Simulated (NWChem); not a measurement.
Species: BeNH$_{3}$; SMILES [BeH][NH2]

Program: NWChem. Pople sets run with spherical d functions. The geometry was optimised at PBE0/def2-SVP. Core excitations by TDA in a window of 1s orbitals, non-relativistic and unshifted: absolute energies depend strongly on the exact-exchange share.

### Question
Estimate the computed values for N K edge, BHandHLYP/6-311G**. Quantities: first 1s excitation (eV); dipole oscillator strength of the first; first state with f > 0.002 (eV); dipole oscillator strength of that state.

### Answer
| Item | Value |
|---|---|
| first 1s excitation (eV) | 398.8 |
| dipole oscillator strength of the first | 0.0043 |
| first state with f > 0.002 (eV) | 398.8 |
| dipole oscillator strength of that state | 0.0043 |
